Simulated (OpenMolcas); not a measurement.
Computed levels of Fe VI

```json
{
 "Program": "OpenMolcas",
 "Method": "RASSCF",
 "Basis": "ANO-RCC-VQZP [7s6p4d3f2g1h]",
 "Scalar Hamiltonian": "DKH2, point nucleus",
 "Active space": "9 electrons in 8 orbitals (RAS1 3p, at most 2 holes; RAS2 3d)",
 "State averaging": "2S+1 = 4 even, 10 roots; 2S+1 = 2 even, 40 roots",
 "Spin-orbit coupling": "state interaction with AMFI integrals over the reference wave functions, term energies averaged over their components"
}
```

Spin-free terms above the lowest, with the occupations of the reference:

| Configuration | Term | E (cm⁻¹) | Occupations |
| --- | --- | --- | --- |
| 3d³ | ⁴F | 0.0 | 3p 5.97 3d 3.03 |
| 3d³ | ⁴P | 21073 | 3p 5.97 3d 3.03 |
| 3d³ | ²G | 23030 | 3p 5.97 3d 3.03 |
| 3d³ | ²P | 27471 | 3p 5.97 3d 3.03 |
| 3d³ | ²D(1) | 29842 | 3p 5.97 3d 3.03 |
| 3d³ | ²H | 32117 | 3p 5.97 3d 3.03 |
| 3d³ | ²F | 51619 | 3p 5.97 3d 3.03 |
| 3d³ | ²D(2) | 77202 | 3p 5.96 3d 3.04 |

With spin-orbit coupling, above the lowest level:

```csv
Configuration,Term,J,E (cm⁻¹),Measured (cm⁻¹),g,Term weight %
3d³,⁴F,3/2,0.0,0.0,0.399,100
3d³,⁴F,5/2,532,511,1.029,100
3d³,⁴F,7/2,1249,1188,1.238,100
3d³,⁴F,9/2,2128,2001,1.334,100
3d³,⁴P,1/2,21742,18738,2.645,99
3d³,⁴P,3/2,21912,18942,1.721,97
3d³,⁴P,5/2,22605,19611,1.600,100
3d³,²G,7/2,23843,20616,0.889,100
3d³,²G,9/2,24579,21315,1.109,99
3d³,²P,1/2,28425,26496,0.691,99
3d³,²P,3/2,28473,26215,1.219,73
3d³,²D(1),3/2,31225,28628,0.928,76
3d³,²D(1),5/2,31538,28484,1.201,100
3d³,²H,9/2,33132,28724,0.912,99
3d³,²H,11/2,33677,29203,1.091,100
3d³,²F,7/2,52745,46217,1.143,100
3d³,²F,5/2,53056,46604,0.857,100
3d³,²D(2),5/2,78321,71708,1.200,100
3d³,²D(2),3/2,78757,72049,0.800,100
```

Against the 18 measured excited levels shown (Corliss and Sugar, J. Phys. Chem. Ref. Data 11, 135 (1982)) the mean absolute deviation is 3400 cm-1; the largest miss in energy is 3d³ ²D_3/2(2): computed 78757, measured 72049 cm⁻¹ (+9.3 %), and the largest in proportion 3d³ ⁴P_1/2 (+16.0 %).

Spin-orbit coupling puts the lowest level 1262 cm⁻¹ below the lowest spin-free term.

For ⁴F the intervals divided by the larger J are 212.7, 204.9, 195.4 cm-1. Landé's interval rule makes them equal in pure LS coupling; they differ by 8 % of their mean. The multiplet is regular.

Without dynamic correlation excited terms often stand tens of per cent too high (terms of higher spin than the ground term too low), and those without a measured partner can miss by more than the paired ones. Active for correlation alone: 3p; no level in the range computed is led by a configuration that opens it, so any true level of that kind is missing. Computed and measured levels are paired by configuration, term and J; levels that our copy of the source lacks, or whose pairing is in doubt (as where it misses far off the trend of its configuration), stay unpaired and out of the deviations. Only configurations of the active space appear. The first state left out of the spin-orbit step lies near 880000 cm-1 above the lowest spin-free state of the reference (among the parities and spins computed), and the list stops at four fifths of that energy or lower.

The RASSCF and RASSI steps took 35 s on 1 thread of Arm Neoverse V1, with other jobs on the host; the integral step is not counted.

The term weight is that of the spin-free term in the level, not the purity of its configuration. A number in round brackets counts repeated terms of one configuration in the order of the reference energies.
